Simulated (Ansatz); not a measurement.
A nudged elastic band was laid between two geometries of BF2H + H2N (7 atoms, charge 0, multiplicity 2).

Method: Ansatz, UKS PBE-D4/cc-pVDZ.

```
movable images  : 5
climbing image  : yes
spring          : 5.0 eV/Å²
optimiser       : quadratic models (default)
start path      : through a guess of the saddle point
force threshold : 0.05 eV/Å
iteration limit : 60
end points      : relaxed
```

Initial state:

```xyz
7
Properties=species:S:1:pos:R:3
B -0.219 0.060 0.064
H -0.906 0.399 1.001
F 1.086 -0.194 0.237
F -0.715 -0.082 -1.168
N -0.099 0.206 3.243
H -0.022 -0.841 3.262
H 0.875 0.452 2.941
```

Final state:

```xyz
7
Properties=species:S:1:pos:R:3
B 0.066 -0.325 0.182
H -0.403 -0.989 2.293
F 1.380 -0.046 0.055
F -0.824 0.595 -0.244
N -0.188 -0.050 2.655
H -0.815 0.631 2.213
H 0.784 0.183 2.426
```

Task: Which bonds break or form, and what moves?

Result: Bonds broken: B1–H2. Bonds formed: H2–N5. BF2H + H2N becomes BF2 + H3N.

Task: Give the energies along the band, and the barrier.

Result: It converged. The highest image is number 2 of 0 to 6, 0.8 kcal/mol above the first end and 8.4 kcal/mol above the last; the last end lies 7.6 kcal/mol below the first. A vibrational analysis at the climbing image gives 2 clearly imaginary modes (73i, 56i cm⁻¹): a point of higher order, so a lower path passes nearby.

| image | path coordinate (Å) | energy (kcal/mol) | B1–H2 (Å) | H2–N5 (Å) |
| --- | --- | --- | --- | --- |
| 0 | 0.00 | 0.0 | 1.21 | 2.39 |
| 1 | 1.48 | 0.3 | 1.22 | 2.24 |
| 2 | 2.95 | 0.8 | 1.21 | 2.61 |
| 3 | 3.98 | 0.4 | 1.21 | 2.30 |
| 4 | 5.00 | -1.1 | 2.06 | 1.08 |
| 5 | 6.02 | -5.3 | 2.11 | 1.04 |
| 6 | 7.04 | -7.6 | 2.26 | 1.03 |

Task: What is the geometry of the highest image?

Result: 
```xyz
7
Properties=species:S:1:pos:R:3:forces:R:3
B 0.088 -0.088 -0.374 0.03 -0.02 -0.01
H 0.282 -0.289 0.800 -0.01 0.01 0.01
F 1.063 0.354 -1.180 -0.02 0.00 0.00
F -1.113 -0.295 -0.931 0.01 0.01 0.00
N -0.058 0.237 3.330 0.00 0.00 0.00
H -0.890 -0.184 3.812 0.01 0.00 0.00
H 0.627 0.264 4.123 0.00 0.00 0.00
```

Time of the run: 6.4 min on 2 threads of AMD EPYC 7R43 64-Core Processor (Zen 3) (shared host), peak memory 0.16 GiB.
